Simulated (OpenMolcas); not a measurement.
# Cr⁺: from CASSCF to CASPT2

```json
{"Program": "OpenMolcas", "Basis": "ANO-RCC-VTZP [6s5p3d2f1g]", "Scalar Hamiltonian": "DKH2, point nucleus", "Active space": "5 electrons in 6 orbitals (3d 4s)", "State averaging": "2S+1 = 6 even, 6 roots; 2S+1 = 4 even, 57 roots kept (CI in the orbitals of an earlier block); 2S+1 = 2 even, 76 roots kept (CI in the orbitals of an earlier block)", "Spin-orbit coupling": "state interaction with AMFI integrals over the reference wave functions, term energies averaged over their components"}
```

Methods on the same reference wave functions:
A. CASSCF
B. XMS-CASPT2, IPEA 0.25 Eh, imaginary shift 0.1 Eh (closed shells correlated: 3s 3p)

Energies in eV above 3d⁵ ⁶S_5/2, the measured ground level; measured values from NIST Handbook of Basic Atomic Spectroscopic Data.

| Level | A | B | Measured |
| --- | --- | --- | --- |
| 3d⁴ 4s ⁶D_1/2 | -0.2184 | 1.523 | 1.4831 |
| 3d⁴ 4s ⁶D_3/2 | -0.2095 | 1.532 | 1.4918 |
| 3d⁴ 4s ⁶D_5/2 | -0.1947 | 1.547 | 1.5061 |
| 3d⁴ 4s ⁶D_7/2 | -0.1744 | 1.567 | 1.5255 |
| 3d⁴ 4s ⁶D_9/2 | -0.1488 | 1.593 | 1.5494 |
| 3d⁵ ⁶S_5/2 | 0.0000 | 0.0000 | 0.0000 |
| 3d⁴ 4s ⁴D_1/2(1) | 1.1211 | 2.225 |  |
| 3d⁴ 4s ⁴D_3/2(1) | 1.1346 | 2.238 |  |
| 3d⁴ 4s ⁴D_5/2(1) | 1.1566 | 2.259 |  |
| 3d⁴ 4s ⁴D_7/2(1) | 1.1864 | 2.288 |  |
| 3d⁴ 4s ⁴H_7/2 | 2.4191 | 4.017 |  |
| 3d⁴ 4s ⁴H_9/2 | 2.4281 | 4.025 |  |
| 3d⁴ 4s ⁴H_11/2 | 2.4393 | 4.037 |  |
| 3d⁴ 4s ⁴H_13/2 | 2.4526 | 4.051 |  |
| 3d⁴ 4s ⁴P_1/2 | 2.6164 | 4.037 |  |
| 3d⁴ 4s ⁴P_3/2 | 2.6595 | 4.080 |  |
| 3d⁴ 4s ⁴P_5/2 | 2.7300 | 4.151 |  |
| 3d⁴ 4s ⁴F_3/2 | 2.7720 | 4.206 |  |
| 3d⁴ 4s ⁴F_5/2 | 2.7753 | 4.210 |  |
| 3d⁴ 4s ⁴F_7/2 | 2.7808 | 4.215 |  |
| 3d⁴ 4s ⁴F_9/2 | 2.7889 | 4.223 |  |
| 3d⁴ 4s ⁴G_5/2 | 3.0191 | 4.429 |  |
| 3d⁴ 4s ⁴G_7/2 | 3.0316 | 4.443 |  |
| 3d⁴ 4s ⁴G_9/2 | 3.0442 | 4.456 |  |

A puts 3d⁴ 4s ⁶D_1/2 lowest.

Deviations, from unrounded energies. A percentage is the sum of absolute deviations over the sum of measured energies, with the sign that they share, or ± where signs differ.

```csv
Against measurement,Levels,A,B
mean absolute deviation (cm-1),5,14000,330
other configurations (%),5,-112.5,+2.7
```

B lies closest to measurement on these levels. The largest miss of B in the table is 3d⁴ 4s ⁶D_9/2, by +350 cm-1. The ranking rests on the paired levels alone, and a cruder setting can come out closer through cancelling errors.

The lowest spin-free term lies below A's lowest term by 0.486 hartree in B.

Term energies are means over components that CASPT2 splits; among the terms shown or strongly mixed into the levels shown the widest spread is 1500 cm-1 (3d⁴ 4s ⁴G, B). Over all roots computed the reference weight is 0.86 to 0.92 in B; the roots of lowest weight are the least certain, and an intruder state may touch them. Terms from blocks run as CI alone lack orbitals of their own. A single d shell beside an s shell can misplace configurations of different d count against each other. Without dynamic correlation excited terms often stand tens of per cent too high (terms of higher spin than the ground term too low), and those without a measured partner can miss by more than the paired ones (holds for A). The lowest computed level is not the ground level that NIST lists (6S5/2) (holds for A). The CASPT2 spread within a term exceeds the gap to the next term for 3d⁴ 4s ⁴H and 3d⁴ 4s ⁴P, so the order of their levels is uncertain (holds for B). Measured partners are found by configuration, term and J. A level has none where our copy of the source lacks it or the pairing is in doubt (some pairs that miss far off the trend of their configuration count as doubtful), and it then counts in no deviation. Levels of configurations outside the active space are missing. Levels that lie high or do not pair safely by name in every column are left out.

A number in round brackets counts repeated terms of one configuration in the order of the reference energies.
